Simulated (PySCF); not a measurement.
C4H4O, SMILES c1ccoc1. Atoms are numbered in the order given.

```xyz
9

C      0.0000     0.7183    -0.9608
C      0.0000    -0.7183    -0.9608
C      0.0000    -1.0940     0.3523
O      0.0000     0.0000     1.1555
C      0.0000     1.0940     0.3523
H      0.0000     1.3793    -1.8248
H      0.0000    -1.3793    -1.8248
H      0.0000    -2.0576     0.8545
H      0.0000     2.0576     0.8545
```
Charge 0, spin multiplicity 1.

The structure is a stationary point at B3LYP-D3(BJ)/def2-SVP.

These are PBE0/def2-TZVP (PySCF) values and carry that method's errors.

The molecule is in vacuum.

* **total energy**: -229.84498 hartree
* **point group**: C2v
* **highest occupied level**: -6.64 eV
* **lowest empty level**: 0.22 eV
* **orbital gap**: 6.86 eV
* **dipole moment**: 0.57 D
* **quadrupole, principal values (traceless, Buckingham form, about the centre of nuclear charge)**: -6.21, 0.28, 5.93 D·Å
* **mean static polarisability**: 45.3 bohr³ (6.71 Å³)
* **polarisability, principal values**: 30.0, 51.0, 54.8 bohr³
